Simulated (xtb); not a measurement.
A run for xtb: GFN1-xTB on Hg2++, 2S+1 = 1, a spin state set in the input, which need not be the lowest, a point of a bond scan (R = 2.741 Å). Charge +2.

```
$ xtb mol.xyz --gfn 1 --sp --chrg 2 --uhf 0
2

Hg     0.00000000     0.00000000     0.00000000
Hg     0.00000000     0.00000000     2.74129200
```

The head of its log:

```
[...]
           -------------------------------------------------
          |                Calculation Setup                |
           -------------------------------------------------



           -------------------------------------------------
          |                 G F N 1 - x T B                 |
           -------------------------------------------------

        Reference                      10.1021/acs.jctc.7b00118
      * Hamiltonian:
        H0-scaling (s, p, d)           1.850000    2.250000    2.000000
        zeta-weighting                 0.000000
      * Dispersion:
        s8                             2.400000
        a1                             0.630000
        a2                             5.000000
        s9                             0.000000
      * Repulsion:
        kExp                           1.500000
        rExp                           1.000000
      * Coulomb:
        alpha                          2.000000
        third order                    atomic
        anisotropic                    false
      * Halogen bond correction:
        rad-scale                      1.300000
        damping                        0.440000


          ...................................................
          :                      SETUP                      :
          :.................................................:
          :  # basis functions                   8          :
          :  # atomic orbitals                   8          :
          :  # shells                            4          :
          :  # electrons                         2          :
          :  # halogen bonds                     0          :
          :  max. iterations                   250          :
          :  Hamiltonian                  GFN1-xTB          :
          :  restarted?                      false          :
          :  GBSA solvation                  false          :
          :  PC potential                    false          :
          :  electronic temp.          300.0000000     K    :
          :  accuracy                    1.0000000          :
          :  -> integral cutoff          0.2500000E+02      :
          :  -> integral neglect         0.1000000E-07      :
          :  -> SCF convergence          0.1000000E-05 Eh   :
          :  -> wf. convergence          0.2000000E-04 e    :
          :  Broyden damping             0.4000000          :
          :  net charge                          2          :
          :  unpaired electrons                  0          :
          ...................................................

 iter      E             dE          RMSdq      gap      omega  full diag
   1     -0.5711189 -0.571119E+00  0.167E-01    4.36       0.0  T
   2     -0.5711190 -0.253370E-07  0.100E-01    4.36       1.0  T
```

Give the final energy of this run.

-0.5705 hartree.
